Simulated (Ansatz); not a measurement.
Reactions of CCl3NSi (`N#C[Si](Cl)(Cl)Cl`).

Isolated molecules relaxed with PBE0-D4/def2-TZVP in Ansatz; ΔE leaves out vibrations. CCSD(T)/CBS is the MP2 limit (def2-TZVPP, def2-QZVPP) plus CCSD(T) − MP2 in def2-TZVPP, frozen cores. This one scheme is used for every species. Functionals use def2-TZVPP. def2 core potentials past Kr. For Te outer-core shells are correlated without core-valence functions, which leaves a few kJ/mol of doubt a bond. Each species was taken in one conformer, which may not be the lowest.

```csv
reaction,ωB97M-V (eV),r2SCAN-D4 (eV),PBE0-D4 (eV),ωB97X-V (eV),CCSD(T)/CBS(def2) (eV)
`N#C[Si](Cl)(Cl)Cl` + ethane → `CCC#N` + trichlorosilane,0.27,0.27,0.22,0.22,0.29
`N#C[Si](Cl)(Cl)Cl` + H–F → `F[Si](Cl)(Cl)Cl` + `C#N`,-1.25,-1.25,-1.14,-1.25,-1.19
`N#C[Si](Cl)(Cl)Cl` + thiophene → `N#Cc1cccs1` + trichlorosilane,0.30,0.19,0.17,0.26,0.31
`N#C[Si](Cl)(Cl)Cl` + `OB(O)O` → `OB(O)O[Si](Cl)(Cl)Cl` + `C#N`,-0.89,-0.86,-0.81,-0.89,-0.88
`N#C[Si](Cl)(Cl)Cl` + `N=C=O` → `O=C=N[Si](Cl)(Cl)Cl` + `C#N`,-0.72,-0.69,-0.69,-0.72,-0.73
`N#C[Si](Cl)(Cl)Cl` + `S[SiH2]Cl` → `Cl[SiH2]S[Si](Cl)(Cl)Cl` + `C#N`,-0.42,-0.39,-0.46,-0.39,-0.43
`N#C[Si](Cl)(Cl)Cl` + H₂Te → `Cl[Si](Cl)(Cl)[TeH]` + `C#N`,-0.30,-0.31,-0.38,-0.30,-0.37
`N#C[Si](Cl)(Cl)Cl` + silanol → `[SiH3]O[Si](Cl)(Cl)Cl` + `C#N`,-1.09,-1.06,-1.03,-1.10,-1.10
```

Largest T1 diagnostic: 0.018, for `N=C=O`.
